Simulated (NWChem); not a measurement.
**Correlation energy of ClSi (+1)**

```xyz
2

Si     0.0000     0.0000     1.0934
Cl     0.0000     0.0000    -0.9005
```
Charge +1, spin multiplicity 1.

Program: NWChem. The geometry was optimised at PBE/def2-SVP, a minimum by its harmonic frequencies.

Basis set: def2-TZVP. Each correlation energy counts from its own Hartree-Fock reference.

| method | correlation energy (mHa) | difference from CCSD(T) |
|---|---|---|
| MP2 | -253.0 | +41.5 |
| SCS-MP2 | -252.3 | +42.1 |
| CR-CCSD[T] | -292.1 | +2.3 |
| CR-CCSD(T) | -291.8 | +2.7 |
| CCSD | -280.8 | +13.7 |
| CCSD+T(CCSD) | -294.9 | -0.5 |
| CCSD(T) | -294.5 | 0.0 |

The values span 42.6 mHa, from CCSD+T(CCSD) (lowest) to SCS-MP2 (highest). 

The correlated methods keep 10 core orbitals frozen. The structure started from a generated list of species. Differences from the coupled-cluster row are differences between methods, not errors against experiment.
